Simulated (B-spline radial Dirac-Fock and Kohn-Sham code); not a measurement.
**Two-hole binding energies of Gd⁶⁺**

System: gadolinium as Gd⁶⁺, [Kr] 4d10 4f6 5s2 5p4.

Model: Dirac-Fock ΔSCF + Breit + QED. Program: a radial finite-basis atomic code. U is the two-hole binding energy less the two single-hole energies, the effective repulsion of the holes after relaxation. Each two-hole energy is an average over J within one jj subconfiguration.

```
          holes  E(a) (eV)  E(b) (eV)  E(ab) (eV)  U (eV)
   1s⁻¹ 2p1/2⁻¹    50335.6     8029.8     58696.8   331.4
   1s⁻¹ 2p3/2⁻¹    50335.6     7342.1     57965.5   287.8
   1s⁻¹ 3p3/2⁻¹    50335.6     1648.0     52076.0    92.5
           2s⁻²     8480.5     8480.5     17147.5   186.5
   2s⁻¹ 2p3/2⁻¹     8480.5     7342.1     15991.0   168.4
        2p3/2⁻²     7342.1     7342.1     14886.3   202.1
   2s⁻¹ 3p3/2⁻¹     8480.5     1648.0     10206.3    77.8
2p1/2⁻¹ 3d5/2⁻¹     8029.8     1286.3      9403.1    87.0
2p3/2⁻¹ 3p1/2⁻¹     7342.1     1791.4      9218.0    84.5
2p3/2⁻¹ 3d3/2⁻¹     7342.1     1316.7      8747.1    88.3
        3p1/2⁻²     1791.4     1791.4      3648.0    65.1
        3p3/2⁻²     1648.0     1648.0      3354.2    58.2
        3d5/2⁻²     1286.3     1286.3      2638.8    66.3
        4d5/2⁻²      242.2      242.2           ?       ?
```

Q: Give the missing two-hole energy and U.

A: E(ab) = 512.0 eV and U = 27.6 eV.

Run: 65 s of CPU time on 1 thread of Neoverse-N1 (shared host), peak memory 0.50 GiB.

Values without a named source are computed, but for edge energies of neutral atoms, which are taken from tables.
